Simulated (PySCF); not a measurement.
**Bonding in `N#Cc1ccccc1F`**

Species: C7H4FN.
Atom-mapped SMILES: `[N:1]#[C:2][c:3]1[cH:4][cH:5][cH:6][cH:7][c:8]1[F:9]` (hydrogens: H10 on C4; H11 on C5; H12 on C6; H13 on C7)

Bond orders from the PBE0/pcSseg-1 density (PySCF). Isolated species at its GFN2-xTB geometry, gas phase.

(1) How far do the computed orders between heavy atoms stray from the drawn ones?

(2) Give the Mayer order of every bond, beside its length.

Answers

(1) The largest departure is 0.213, at C8–C3 (drawn aromatic, 1.287), counting aromatic bonds as 1.5. The bonds drawn aromatic range from 1.29 to 1.46.

(2) 
```json
{"bond": "N1–C2", "drawn as": "triple", "length (Å)": "1.145", "Mayer order": "3.028"}
{"bond": "C2–C3", "drawn as": "single", "length (Å)": "1.415", "Mayer order": "1.053"}
{"bond": "C3–C4", "drawn as": "aromatic", "length (Å)": "1.396", "Mayer order": "1.364"}
{"bond": "C4–C5", "drawn as": "aromatic", "length (Å)": "1.381", "Mayer order": "1.462"}
{"bond": "C5–C6", "drawn as": "aromatic", "length (Å)": "1.387", "Mayer order": "1.422"}
{"bond": "C6–C7", "drawn as": "aromatic", "length (Å)": "1.385", "Mayer order": "1.415"}
{"bond": "C7–C8", "drawn as": "aromatic", "length (Å)": "1.382", "Mayer order": "1.456"}
{"bond": "C8–F9", "drawn as": "single", "length (Å)": "1.343", "Mayer order": "0.965"}
{"bond": "C8–C3", "drawn as": "aromatic", "length (Å)": "1.396", "Mayer order": "1.287"}
{"bond": "C4–H10", "drawn as": "single", "length (Å)": "1.080", "Mayer order": "0.961"}
{"bond": "C5–H11", "drawn as": "single", "length (Å)": "1.079", "Mayer order": "0.961"}
{"bond": "C6–H12", "drawn as": "single", "length (Å)": "1.079", "Mayer order": "0.963"}
{"bond": "C7–H13", "drawn as": "single", "length (Å)": "1.078", "Mayer order": "0.938"}
```

By pair of heavy elements: C–C: lowest C2–C3 (1.053, 1.415 Å), highest C4–C5 (1.462, 1.381 Å).

Question: Sum the orders of all bonds at each heavy atom with more than one neighbour and set the sums beside the valence in the SMILES.

Answer: C2 4.081 (drawn 4), C3 3.704 (drawn 4), C4 3.787 (drawn 4), C5 3.845 (drawn 4), C6 3.800 (drawn 4), C7 3.809 (drawn 4), C8 3.708 (drawn 4). Orders between atoms that aren't bonded are not in these sums.

The Mayer order sums products of elements of PS (density times overlap matrix) between the two atoms' basis functions, so it depends on the basis set.
